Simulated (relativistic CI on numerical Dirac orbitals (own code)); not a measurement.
# Dy⁴²⁺: sensitivity of the levels to the model

Base calculation: Dirac-Coulomb-Breit CI, separate exchange-only KLI orbitals for each configuration, model QED, unscaled Slater integrals.

CI space (outside the closed core [Ne]): 3s2.3p6.3d6, 3s2.3p5.3d7, 3s2.3p4.3d8, 3s.3p6.3d7, 3p6.3d8, 3s.3p5.3d8, 3s2.3p6.3d5.4s, 3s2.3p6.3d5.4p, 3s2.3p4.3d7.4s, 3s2.3p6.3d5.4d, 3s2.3p5.3d6.4s, 3s2.3p6.3d5.4f, 3s2.3p6.3d4.4s2, 3s.3p6.3d6.4s, 3p6.3d7.4s, 3p6.3d7.4p. Levels of other configurations are missing.

Variants: (1) P86 correlation estimate. Shifts of the energy above 3s2.3p6.3d6 3F_4, in cm⁻¹, for the lowest level and the first level of each name with at least 55 % of one term (blank where a level changes its place among those of its configuration and J or its character, or is not in the variant):

```csv
Level,Base,Δ(1)
3s2.3p6.3d6 3F_4,0,0
3s2.3p6.3d6 5D_3,272432,-2
3s2.3p6.3d6 3G_5,349575,-4
3s2.3p6.3d6 3H_6,350678,-6
3s2.3p6.3d6 5D_2,591233,-1
3s2.3p6.3d6 5D_0,613503,0
3s2.3p6.3d6 3H_5,668651,-5
3s2.3p6.3d6 1I_6,695931,-7
3s2.3p6.3d6 1D_2,998720,+7
3s2.3p6.3d6 1S_0,1103550,+10
3s2.3p5.3d7 5G°_6,2496747,+2310
3s2.3p5.3d7 3P°_0,2575127,+2316
3s2.3p5.3d7 3D°_3,2581135,+2315
3s2.3p5.3d7 5G°_5,2823014,+2310
3s2.3p5.3d7 3I°_7,2982722,+2310
```

At this charge energies of transitions that change n are usually good to better than 1 %, and those within a shell (Δn = 0) to a few per cent.

Ionisation energy from the two ground configurations alone: base 3331.07 eV; P86 correlation estimate 3333.14 eV. The NIST ASD value (theoretical) is 3331 eV.

LS names give the leading component of a level, which can be under half, so a name can repeat, a term be missing and a line seem to break the LS rules.
